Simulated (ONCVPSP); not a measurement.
# Configuration tests for Ca (ONCV)

Ca (Z = 20), optimised norm-conserving Vanderbilt (ONCV), made with ONCVPSP 4.0.1 (LDA (Perdew-Wang 92), scalar-relativistic). Core [Ne], reference 3s2 3p6 4s1.75 4p0.25. Waves: 3s+4s: rc 2.15 bohr, ncon 5, nbas 9, qcut 6.3 1/bohr, 2 projectors; 3p+4p: rc 1.75 bohr, ncon 4, nbas 7, qcut 9.5 1/bohr, 2 projectors; d scattering state at 0.16 Ha: rc 1.80 bohr, ncon 4, nbas 8, qcut 4.6 1/bohr, 2 projectors, debl 3.8 Ha. Local part: polynomial inside 1.55 bohr (lpopt 5, dvloc0 1 Ha). Core correction: Teter function, fcfact 4.25, rcfact 1.7.

In the d channel the program set the typed energies aside and used -0.089, 3.711 Ha.

Energies are relative to the spin-unpolarised reference configuration 3s2 3p6 4s1.75 4p0.25; without spin polarisation the order of configurations can differ from experiment.

```csv
valence configuration,charge,ΔE all-electron (eV),error AE − PS (meV)
3s2 3p6 4s2 4p0,0,-0.610,0.0
3s2 3p6 4s1 4p0,+1,5.848,-0.3
3s2 3p6 4s0 4p0,+2,17.794,-2.1
```

**Question.** What are ΔE and the potential's error for 3s2 3p6 4s1.5 4p0?

**Answer.** ΔE = 1.954 eV all-electron; the error (AE − PS) is -0.1 meV.

Levels in the configuration 3s2 3p6 4s1 4p0:

```
level  all-electron (eV)  pseudo (eV)
   3s            -53.802      -53.810
   3p            -34.921      -34.922
   4s             -9.170       -9.170
```
